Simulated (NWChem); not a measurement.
Molecule: CH3Cl3Si; SMILES Cl[Si](C)(Cl)Cl

All runs: NWChem. The geometry was optimised at B3LYP/6-31G* (spherical d).

For level TPSS/pcseg-1:

| Item | Value |
|---|---|
| dipole (D) | 2.39 |

Estimate the same quantities for level TPSS/pcseg-2.


- dipole (D): 2.14
